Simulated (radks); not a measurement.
Species: neutral bismuth. Configuration: [Hg] 6p3. Calculated with a radial shooting solver on a logarithmic mesh with Libxc functionals: scalar-relativistic Kohn-Sham, RPBE, spin-polarised, spherical densities, finite nucleus; open shells are filled with parallel spins first (spin-orbit coupling, left out, can overturn this in heavy ions); Fermi nuclear charge, rms radius 5.5211 fm.

Normalised radial functions P(r) = r R(r), r in bohr:

| r | 5p up | 6s down | 6p down |
|---|---|---|---|
| 0.0007058 | 0.0018 | 0.0283 | 0.0005 |
| 0.0008282 | 0.0023 | 0.0318 | 0.0006 |
| 0.0009642 | 0.0029 | 0.0354 | 0.0008 |
| 0.001131 | 0.0038 | 0.0395 | 0.0010 |
| 0.001317 | 0.0049 | 0.0438 | 0.0013 |
| 0.001533 | 0.0063 | 0.0484 | 0.0017 |
| 0.0018 | 0.0081 | 0.0534 | 0.0022 |
| 0.002095 | 0.0104 | 0.0585 | 0.0028 |
| 0.002439 | 0.0133 | 0.0637 | 0.0036 |
| 0.002862 | 0.0172 | 0.0691 | 0.0047 |
| 0.003332 | 0.0220 | 0.0742 | 0.0059 |
| 0.00391 | 0.0283 | 0.0790 | 0.0077 |
| 0.004552 | 0.0360 | 0.0828 | 0.0097 |
| 0.005299 | 0.0456 | 0.0856 | 0.0123 |
| 0.006219 | 0.0581 | 0.0868 | 0.0157 |
| 0.007239 | 0.0729 | 0.0858 | 0.0197 |
| 0.008428 | 0.0908 | 0.0821 | 0.0245 |
| 0.00989 | 0.1134 | 0.0745 | 0.0307 |
| 0.01151 | 0.1388 | 0.0632 | 0.0375 |
| 0.01351 | 0.1694 | 0.0464 | 0.0458 |
| 0.01573 | 0.2017 | 0.0255 | 0.0545 |
| 0.01831 | 0.2359 | 0.0001 | 0.0638 |
| 0.02149 | 0.2716 | -0.0305 | 0.0734 |
| 0.02502 | 0.3016 | -0.0615 | 0.0815 |
| 0.02936 | 0.3238 | -0.0928 | 0.0875 |
| 0.03418 | 0.3296 | -0.1172 | 0.0890 |
| 0.03979 | 0.3133 | -0.1314 | 0.0845 |
| 0.04669 | 0.2649 | -0.1296 | 0.0713 |
| 0.05436 | 0.1839 | -0.1077 | 0.0494 |
| 0.06328 | 0.0686 | -0.0642 | 0.0181 |
| 0.07426 | -0.0820 | 0.0016 | -0.0227 |
| 0.08645 | -0.2351 | 0.0741 | -0.0640 |
| 0.1014 | -0.3759 | 0.1439 | -0.1019 |
| 0.1181 | -0.4541 | 0.1842 | -0.1225 |
| 0.1375 | -0.4433 | 0.1806 | -0.1188 |
| 0.1613 | -0.3131 | 0.1187 | -0.0825 |
| 0.1878 | -0.0834 | 0.0113 | -0.0194 |
| 0.2187 | 0.2065 | -0.1169 | 0.0593 |
| 0.2566 | 0.4940 | -0.2288 | 0.1358 |
| 0.2987 | 0.6572 | -0.2674 | 0.1763 |
| 0.3506 | 0.6333 | -0.2065 | 0.1631 |
| 0.4081 | 0.4013 | -0.0577 | 0.0922 |
| 0.4751 | 0.0072 | 0.1374 | -0.0212 |
| 0.5575 | -0.4788 | 0.3206 | -0.1525 |
| 0.6491 | -0.8884 | 0.4051 | -0.2485 |
| 0.7617 | -1.1591 | 0.3548 | -0.2825 |
| 0.8867 | -1.2181 | 0.1755 | -0.2337 |
| 1.032 | -1.1014 | -0.0895 | -0.1108 |
| 1.211 | -0.8593 | -0.3878 | 0.0712 |
| 1.41 | -0.5975 | -0.6210 | 0.2581 |
| 1.642 | -0.3671 | -0.7600 | 0.4244 |
| 1.927 | -0.1916 | -0.7900 | 0.5505 |
| 2.243 | -0.0898 | -0.7230 | 0.6117 |
| 2.632 | -0.0343 | -0.5887 | 0.6162 |
| 3.064 | -0.0115 | -0.4395 | 0.5749 |
| 3.567 | -0.0032 | -0.2994 | 0.5027 |
| 4.186 | -0.0006 | -0.1785 | 0.4029 |
| 4.873 | -0.0001 | -0.0961 | 0.2987 |
| 5.673 | 0.0000 | -0.0452 | 0.2037 |
| 6.658 | 0.0000 | -0.0175 | 0.1245 |
| 7.751 | 0.0000 | -0.0060 | 0.0715 |
| 9.096 | 0.0000 | -0.0016 | 0.0361 |
| 10.59 | 0.0000 | -0.0004 | 0.0169 |

5p up: eigenvalue -95.594 eV, 3 radial nodes at r = 0.0683, 0.197, 0.476 bohr, <r> = 0.949 bohr, 90 % of the charge inside 1.37 bohr. 6s down: eigenvalue -13.233 eV, 5 radial nodes at r = 0.0183, 0.0740, 0.190, 0.428, 0.984 bohr, <r> = 2.16 bohr, 90 % of the charge inside 3.18 bohr. 6p down (empty): eigenvalue -3.288 eV, 4 radial nodes at r = 0.0681, 0.195, 0.463, 1.14 bohr, <r> = 3.12 bohr, 90 % of the charge inside 4.78 bohr.
